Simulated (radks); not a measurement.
Results of a calculation; reference values are marked as such.
Task: The mean radii <r> (bohr) of the occupied orbitals of an atom or ion are listed with their occupations. Code: a radial shooting solver on a logarithmic mesh with Libxc functionals. Model: scalar-relativistic Kohn-Sham, PBE, spin-polarised, spherical densities, point nucleus.

orbital  occ.     <r>
1s          2  0.5789

Name the element and its charge. Open shells, if any, are filled with parallel spins first.

Result: Z = 3, lithium, charge +1: Li+ in [He]. The 1s radius gives Z: for a bare nucleus <r> = (2 gamma + 1)/(2Z) with gamma = sqrt(1 - (Z/c)^2), 0.4999 bohr for Z = 3, and screening makes it slightly larger (0.5789 here). The occupations add up to 2, and the charge is Z minus that.
